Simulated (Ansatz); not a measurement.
Basis-set series for `[OH2+][Ga-]([Cl])([Cl])[Cl]`. Total charge 0; spin multiplicity 1. The structure was optimised at the PBE0-D4/def2-TZVP level. It is one conformer, not always the lowest.

```tsv
atom	x (Å)	y (Å)	z (Å)
O1	-0.2238	1.1574	-0.3915
Ga2	0.3492	-0.7794	0.0934
Cl3	2.0306	-1.1643	-1.1550
Cl4	0.7056	-0.3708	2.1756
Cl5	-1.5308	-1.6852	-0.4312
H6	-0.1909	1.7001	0.4076
H7	-1.1400	1.1423	-0.6989
```

```csv
functional,basis,functions,energy (Eh),HOMO (eV),LUMO (eV)
PBE0-D4,def2-SVP,110,-3380.56616,-8.66,-0.68
PBE0-D4,def2-QZVPP,416,-3381.46933,-8.91,-1.22
ωB97M-V,def2-SVP,110,-3381.15965,-10.86,1.24
ωB97M-V,def2-QZVPP,416,-3382.05368,-11.20,0.32
```

Problem. Give the rows for def2-TZVPP. (An estimate is asked.)

Solution. Computed: 
```json
{"functional": "PBE0-D4", "basis": "def2-TZVPP", "functions": "233", "energy (Eh)": "-3381.38168", "HOMO (eV)": "-8.86", "LUMO (eV)": "-1.03"}
{"functional": "ωB97M-V", "basis": "def2-TZVPP", "functions": "233", "energy (Eh)": "-3381.96950", "HOMO (eV)": "-11.13", "LUMO (eV)": "0.69"}
```

Positive LUMOs are unbound and depend on the basis. Scalar relativity is left out up to krypton.
